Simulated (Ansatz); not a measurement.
Reaction (redistribution): `C[Si](C)(F)[SeH]` + `[BH2][Al]([CH3])[CH3]` → `B[Si](C)(C)F` + `[CH3][Al]([CH3])[SeH]`

Computed with Ansatz on PBE0-D4/def2-TZVP structures; ΔE is electronic, products minus reactants. CCSD(T)/CBS adds triple-zeta CCSD(T) − MP2 to the extrapolated MP2 energy (def2 sets, frozen cores). DFT in def2-TZVPP. B3LYP here is the variant with VWN-RPA as its local correlation; programs differ in this. For Se outer-core shells are correlated without core-valence functions, which leaves a few kJ/mol of doubt a bond. Scalar relativity is left out up to krypton. Each species was taken in one conformer, which may not be the lowest.

`C[Si](C)(F)[SeH]`:

Z-matrix (Å, degrees):
```
C
Si 1 1.854
H 1 1.092 2 110.6
H 1 1.093 2 110.6 3 -119.8
H 1 1.094 2 110.6 3 120.5
C 2 1.854 1 112.7 3 -176.9
F 2 1.605 1 108.4 3 -56.8
Se 2 2.288 1 111.8 3 56.1
H 6 1.091 2 110.6 1 176.9
H 6 1.094 2 110.5 1 56.5
H 6 1.093 2 110.6 1 -63.3
H 8 1.469 2 91.7 1 64.6
```

`[BH2][Al]([CH3])[CH3]`:

```xyz
12

B     1.188   -1.780    0.740
Al    0.068   -0.113    0.047
C    -1.252   -0.309   -1.393
C     0.337    1.669    0.827
H     0.814   -2.507    1.622
H     2.258   -2.091    0.287
H    -2.264   -0.269   -0.972
H    -1.183    0.518   -2.108
H    -1.171   -1.246   -1.949
H    -0.582    2.264    0.810
H     1.078    2.220    0.235
H     0.709    1.645    1.854
```

`B[Si](C)(C)F`:

Z-matrix (Å, degrees):
```
Si
C 1 1.869
C 1 1.869 2 110.8
B 1 2.010 2 110.7 3 123.2
F 1 1.616 2 106.8 3 -116.0
H 2 1.093 1 110.7 3 -62.1
H 2 1.092 1 111.7 3 177.4
H 2 1.094 1 110.1 3 57.5
H 3 1.093 1 110.7 2 62.1
H 3 1.092 1 111.7 2 -177.4
H 3 1.093 1 110.1 2 -57.5
H 4 1.199 1 119.4 2 -61.5
H 4 1.196 1 123.9 2 118.5
```

`[CH3][Al]([CH3])[SeH]`:

```xyz
11

C    -0.851   -1.386   -0.499
Al    0.321    0.023    0.167
C    -0.074    1.925    0.018
Se    2.320   -0.533    1.227
H    -0.370   -2.366   -0.524
H    -1.740   -1.471    0.135
H    -1.206   -1.156   -1.508
H     0.668    2.552    0.518
H    -0.114    2.230   -1.033
H    -1.054    2.156    0.448
H     2.099   -1.974    1.051
```

```
             level  ΔE (kJ/mol)  difference from CCSD(T)/CBS
            PBE-D4        -67.1                          2.5
         r2SCAN-D4        -70.9                         -1.3
           PBE0-D4        -68.7                          0.9
          B3LYP-D4        -69.4                          0.2
           ωB97X-V        -68.9                          0.7
           ωB97M-V        -68.2                          1.4
            B2PLYP        -71.9                         -2.3
               PBE        -68.3                          1.3
            r2SCAN        -71.1                         -1.5
              PBE0        -69.7                         -0.1
             B3LYP        -71.4                         -1.8
     HF/def2-TZVPP        -74.9                         -5.3
    MP2/def2-TZVPP        -71.8                         -2.2
SCS-MP2/def2-TZVPP        -71.5                         -1.9
   CCSD/def2-TZVPP        -71.1                         -1.5
CCSD(T)/def2-TZVPP        -70.8                         -1.2
     HF/def2-QZVPP        -74.3                         -4.7
    MP2/def2-QZVPP        -70.9                         -1.3
SCS-MP2/def2-QZVPP        -70.8                         -1.2
      HF/CBS(def2)        -74.2                         -4.6
     MP2/CBS(def2)        -70.5                         -0.9
    CCSD/CBS(def2)        -69.9                         -0.3
       CCSD(T)/CBS        -69.6                            0
```

Largest T1 diagnostic among the species: 0.011.

In def2-TZVPP, CCSD(T) changes the Hartree–Fock value by +4.1 kJ/mol (the triples alone add +0.3 kJ/mol) and MP2 by +3.1 kJ/mol.
